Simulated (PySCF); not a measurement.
CH₃FSe.

```xyz
6

Se     0.4245     0.1148     0.0000
F     -0.9686     1.1917     0.0000
C     -0.5829    -1.5207     0.0000
H      0.1630    -2.3199     0.0000
H     -1.1911    -1.5916    -0.8997
H     -1.1911    -1.5916     0.8997
```

Geometry: PBE0-D3(BJ)/def2-TZVP.

These are PBE0/pcSseg-2 run with PySCF values and carry that method's errors. Non-relativistic, no solvent.

Computed absolute GIAO shielding of each atom: isotropic value and principal components (ppm):
| atom | σ(iso) | σ11 | σ22 | σ33 | span |
|---|---|---|---|---|---|
| Se1 | -290.8 | -3066.4 | 130.5 | 2063.6 | 5130.0 |
| F2 | 625.4 | 413.1 | 415.8 | 1047.2 | 634.1 |
| C3 | 154.2 | 121.6 | 167.3 | 173.7 | 52.1 |
| H4 | 29.4 | 25.1 | 26.3 | 36.8 | 11.7 |
| H5 | 27.7 | 23.2 | 26.6 | 33.4 | 10.2 |
| H6 | 27.7 | 23.2 | 26.6 | 33.4 | 10.2 |
